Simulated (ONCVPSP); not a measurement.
# Which change was made? (Ho, ONCV)

| Quantity | Value |
| --- | --- |
| Element | holmium (Ho) |
| Generator | ONCVPSP 4.0.1 |
| Type | optimised norm-conserving Vanderbilt (ONCV) |
| Functional | BLYP |
| Relativity | scalar-relativistic |
| Frozen core | [Kr] 4d10 4f10 |
| Valence charge | 11 |
| Reference configuration | 5s2 5p6 5d1 6s1 (charge +1) |
| Partial waves | 5s+6s: rc 2.45 bohr, ncon 4, nbas 8, qcut 5.7 1/bohr, 2 projectors; 5p: rc 1.80 bohr, ncon 4, nbas 7, qcut 6.9 1/bohr, 1 projector; 5d: rc 2.05 bohr, ncon 4, nbas 8, qcut 4.1 1/bohr, 2 projectors, debl 0.5 Ha |
| Local potential | polynomial inside 1.45 bohr (lpopt 5, dvloc0 2 Ha) |
| Core correction | none |

Cutoffs, loose and tight: the cutoffs (Ha) at which the residual kinetic energy of the hardest occupied pseudo-wave falls to 1 and 0.1 mHa per electron. They do not see the model core or the augmentation charge, which bear on the density cutoff. Test errors are all-electron minus pseudo excitation energies from the reference, over the configurations 5s2 5p6 5d1 6s2; 5s2 5p6 5d1 6s0; 5s2 5p6 5d0 6s0; 5s2 5p6 5d0 6s2 6p1; variants that change the core or the reference have their own tests. The largest error is taken over the tests solved by every variant that gives reliable tests at all, those not shown here included: 5s2 5p6 5d0 6s0; 5s2 5p6 5d1 6s0; 5s2 5p6 5d1 6s2.

The base gives: outcome: generated; cutoff, loose: 17 Ha; cutoff, tight: 41 Ha; bound ghosts: none; GHOST(+) flags above zero: s; largest test error (meV): -33.

(1) After one change the result is: outcome: generated; cutoff, loose: 22 Ha; cutoff, tight: 47 Ha; bound ghosts: none; GHOST(+) flags above zero: s; largest test error (meV): -37. Which change was it?
A. all radii scaled by about 1.09 (s 2.66, p 1.96, d 2.24 bohr); local potential polynomial inside 1.58 bohr (lpopt 5, dvloc0 2 Ha)
B. all radii scaled by about 0.82 (s 2.02, p 1.48, d 1.68 bohr); local potential polynomial inside 1.20 bohr (lpopt 5, dvloc0 2 Ha)
C. all radii scaled by about 1.22 (s 2.98, p 2.18, d 2.50 bohr); local potential polynomial inside 1.76 bohr (lpopt 5, dvloc0 2 Ha)

Answers

(1) B. The others give: all radii scaled by about 1.22 (s 2.98, p 2.18, d 2.50 bohr); local potential polynomial inside 1.76 bohr (lpopt 5, dvloc0 2 Ha) → outcome: generated; cutoff, loose: 8.0 Ha; cutoff, tight: 23 Ha; bound ghosts: none; GHOST(+) flags above zero: none; largest test error (meV): -11 | all radii scaled by about 1.09 (s 2.66, p 1.96, d 2.24 bohr); local potential polynomial inside 1.58 bohr (lpopt 5, dvloc0 2 Ha) → outcome: generated; cutoff, loose: 15 Ha; cutoff, tight: 36 Ha; bound ghosts: d; GHOST(+) flags above zero: d; largest test error (meV): -27.
